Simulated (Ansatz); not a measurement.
One change: `[CH3][Al]([I])[CH2]O` becomes `[CH3][Al]([SiH3])[CH2]O`.

Ansatz, PBE0-D4/def2-TZVP geometries, multiplicity 1. Each molecule was computed in one conformer, which needn't be the lowest.

Elements past krypton have def2 core potentials.

```
                                          property  `[CH3][Al]([I])[CH2]O`
               HOMO–LUMO gap (PBE/def2-TZVPP) / eV                    3.73
              HOMO–LUMO gap (PBE0/def2-TZVPP) / eV                    5.83
                LUMO energy (PBE0/def2-TZVPP) / eV                   -1.14
size of the dipole moment (ωB97M-V/def2-TZVPP) / D                    1.89
                HOMO energy (PBE0/def2-TZVPP) / eV                   -6.97
    size of the dipole moment (PBE/def2-TZVPP) / D                    1.87
```

Problem. What does the change do to each property? (Best estimate.)

Solution. The calculation gave: 
| property | `[CH3][Al]([SiH3])[CH2]O` | shift |
| --- | --- | --- |
| HOMO–LUMO gap (PBE/def2-TZVPP) / eV | 3.86 | 0.13 |
| HOMO–LUMO gap (PBE0/def2-TZVPP) / eV | 5.75 | -0.08 |
| LUMO energy (PBE0/def2-TZVPP) / eV | -1.35 | -0.21 |
| size of the dipole moment (ωB97M-V/def2-TZVPP) / D | 1.41 | -0.48 |
| HOMO energy (PBE0/def2-TZVPP) / eV | -7.10 | -0.13 |
| size of the dipole moment (PBE/def2-TZVPP) / D | 1.41 | -0.46 |

With PBE0 the HOMO falls by 0.13 eV and the LUMO falls by 0.21 eV, so the gap narrows by about 0.08 eV. PBE moves the HOMO by -0.36 eV and ωB97M-V by 0.06 eV. Dipoles are sizes alone; their direction can turn.

Spin–orbit coupling is left out; it splits and shifts lone-pair levels of the heavy atoms by tenths of an eV.
